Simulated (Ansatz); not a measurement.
```yaml
crystal:
  periodic: [false, false, false]
  atoms:
    - {symbol: C, position_ang: [-1.512639, -0.458999, 0.904571]}
    - {symbol: Si, position_ang: [0.338518, -0.179534, 0.917944]}
    - {symbol: N, position_ang: [1.122434, -1.651992, 0.483387]}
    - {symbol: C, position_ang: [0.722699, 1.255029, -0.223288]}
    - {symbol: Al, position_ang: [-0.103291, 1.028675, -1.966785]}
    - {symbol: H, position_ang: [-1.802888, -1.212009, 1.640258]}
    - {symbol: H, position_ang: [-1.851283, -0.820432, -0.074123]}
    - {symbol: H, position_ang: [-2.057131, 0.463833, 1.122910]}
    - {symbol: H, position_ang: [0.805559, 0.115241, 2.302962]}
    - {symbol: H, position_ang: [0.977224, -2.066135, -0.423958]}
    - {symbol: H, position_ang: [2.058729, -1.828911, 0.808324]}
    - {symbol: H, position_ang: [1.813844, 1.302968, -0.327723]}
    - {symbol: H, position_ang: [0.385739, 2.193752, 0.230792]}
    - {symbol: H, position_ang: [0.282145, -0.233942, -2.857777]}
    - {symbol: H, position_ang: [-1.201457, 2.041757, -2.507994]}
basis:
  gaussian: {orbitals: 6-31G}
magnetization: {spin_polarized: true, initial_magnetization: 3}
hamiltonian: {xc: {name: wPBEh}}
accuracy: high
output: {forces: true}
```

```sh
$ ansatz run in.yaml --threads 4 --pin off --events-out ev --progress --plain --max-ram 10444MiB
```

Shortened log:

```
Error: a molecule whose nuclei and cores have a total charge of 56 cannot have a net charge of 0 together with 3 unpaired electrons
```

(1) Something in this input is off. What?

Results:

(1) The number of unpaired electrons doesn't fit the electron count. The program refused the input.
